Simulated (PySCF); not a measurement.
Vertical excitations of a molecule C3H5ClOSi from TDDFT-PBE/def2-SVPD (PySCF), as energy in eV (oscillator strength): 5.17 (0.011), 5.36 (0.018), 5.67 (0.005), 6.09 (0.039), 6.41 (0.035), 6.57 (0.017), 6.72 (0.002), 6.93 (0.009), 6.97 (0.002), 7.13 (0.035). Lowest triplet (TDA): 4.11 eV. Geometry optimised at B3LYP-D3(BJ)/def2-SVP. Other conformers were not sampled.

### Question
Identify the compound among the candidates.
(A) C#C[Si@@H](Cl)OC
(B) C#CCO[SiH2]Cl
(C) Cl/C=C1\CO[SiH2]1
(D) Cl[Si@@H]1CC=CO1

### Answer
D, Cl[Si@@H]1CC=CO1
